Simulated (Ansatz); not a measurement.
`C[B]([GaH2])BF` + H₂Te → `C[B]([GaH2])[TeH]` + `BF` at 298.15 K and 1 bar (cleavage of the B–B bond).

Computed with Ansatz on PBE0-D4/def2-TZVP structures; ΔE is electronic, products minus reactants. CCSD(T)/CBS is the MP2 limit (def2-TZVPP, def2-QZVPP) plus CCSD(T) − MP2 in def2-TZVPP, frozen cores. This one scheme is used for every species. def2 core potentials past Kr. For Ga, Te outer-core shells are correlated without core-valence functions, which leaves a few kJ/mol of doubt a bond. Scalar relativity is left out up to krypton. Each species was taken in one conformer, which may not be the lowest.

```json
{"species": "`C[B]([GaH2])BF`", "CCSD(T)/CBS energy (Eh)": "-2114.98543", "H − E (kJ/mol)": "203.6", "S (J/(mol·K))": "380.1"}
{"species": "H₂Te", "CCSD(T)/CBS energy (Eh)": "-268.91024", "H − E (kJ/mol)": "41.3", "S (J/(mol·K))": "228.4"}
{"species": "`C[B]([GaH2])[TeH]`", "CCSD(T)/CBS energy (Eh)": "-2258.11451", "H − E (kJ/mol)": "182.4", "S (J/(mol·K))": "390.2"}
{"species": "`BF`", "CCSD(T)/CBS energy (Eh)": "-125.82039", "H − E (kJ/mol)": "69.3", "S (J/(mol·K))": "222.5"}
```

H − E and S are ideal-gas, rigid-rotor, harmonic terms from PBE0-D4/def2-TZVP, for one conformer and one mirror image of each species. 1 Eh = 2625.50 kJ/mol, R = 8.31446 J/(mol·K).

Question: By hand: ΔE, ΔH, ΔS and ΔG.

Answer: ΔE = (-2258.11451) + (-125.82039) − (-2114.98543) − (-268.91024) = -0.03923 Eh = -103.0 kJ/mol. Δ(H − E) = 182.4 + 69.3 − 203.6 − 41.3 = 6.8, so ΔH = -96.2 kJ/mol. ΔS = 390.2 + 222.5 − 380.1 − 228.4 = 4.2 J/(mol·K). ΔG = -96.2 − 298.15 × (4.2)/1000 = -97.5 kJ/mol.

Question: By hand: the equilibrium constant, and the temperature at which ΔG would vanish if ΔH and ΔS stayed fixed.

Answer: log₁₀ K = −ΔG/(RT ln 10) = 17.1. ΔH and −TΔS have one sign here, so there is no such temperature. One of them is within its doubt of zero, so this could turn.

The number of gas molecules stays the same, so ΔS is small and ΔH decides. A doubt of 5 kJ/mol in ΔE shifts log₁₀ K by 0.9 here. Other conformers and mirror images would add mixing entropy, several J/(mol·K) or more a flexible species. These are equilibria of isolated gas molecules and say nothing of rates. Largest T1 diagnostic: 0.014 (customary marks: 0.02 for closed shells, 0.045 for open ones).
